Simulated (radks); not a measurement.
Results of a calculation; reference values are marked as such.
Spin polarisation of the 2p3 shell in neutral nitrogen. Start: [He] 2s2 2p(up 1.5, down 1.5); electrons of 2p are moved from spin down to spin up, other shells keep equal spins. Code: a radial shooting solver on a logarithmic mesh with Libxc functionals. Model: scalar-relativistic Kohn-Sham, PBE, spin-polarised, spherical densities, point nucleus.

| moment (Bohr magnetons) | E - E(0) (eV) | e(2p up) (eV) | e(2p down) (eV) | 2s down minus up (eV) | 1s down minus up (eV) |
|---|---|---|---|---|---|
| 0 | 0.000 | -7.090 | -7.090 | 0.000 | 0.000 |
| 0.75 | -0.195 | -7.559 | -6.520 | 1.127 | 0.392 |
| 1.5 | -0.780 | -7.926 | -5.844 | 2.264 | 0.780 |
| 2.25 | -1.756 | -8.179 | -5.055 | 3.413 | 1.158 |
| 3 | -3.122 | -8.299 | -4.129 | 4.573 | 1.521 |

At moment 3 the spin-polarisation energy is -3.122 eV and the 2p exchange splitting 4.169 eV, that is 1.390 eV per Bohr magneton; E = -I m^2/4 would give I = 1.388 eV.
